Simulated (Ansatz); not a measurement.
Compare A (`CC1BC[SiH2]1`) with its isomer B (`C=C([SiH3])BC`).

Calculated with Ansatz (gas phase, PBE0-D4/def2-TZVP geometries, no zero-point term in ΔE). CCSD(T)/CBS is the MP2 limit (def2-TZVPP, def2-QZVPP) plus CCSD(T) − MP2 in def2-TZVPP, frozen cores. Functionals use def2-TZVPP. B3LYP here is the variant with VWN-RPA as its local correlation; programs differ in this. Each species was taken in one conformer, which may not be the lowest.

(1) Which is lower in electronic energy at CCSD(T)/CBS, and by how much? (Best estimate.)

(2) Give E(B) − E(A) in kJ/mol with HF/def2-TZVPP, ωB97M-V, r2SCAN-D4, PBE-D4, B3LYP-D4, B2PLYP, MP2/def2-TZVPP. (An estimate is asked.)

Largest T1 diagnostic: 0.012.

Results:

(1) Ansatz gave: A, by 33.1 kJ/mol.

(2) Ansatz gave: HF/def2-TZVPP -11.3, ωB97M-V 39.5, r2SCAN-D4 45.3, PBE-D4 49.4, B3LYP-D4 18.1, B2PLYP 23.6, MP2/def2-TZVPP 42.1. The order is the other way round with HF/def2-TZVPP.

In def2-TZVPP, CCSD(T) changes the Hartree–Fock value by +41.1 kJ/mol (the triples alone add +2.8 kJ/mol) and MP2 by +53.3 kJ/mol. From PBE to PBE0 (25 % exact exchange), in def2-TZVPP and without D4, E(B) − E(A) moves by +4.0 kJ/mol.
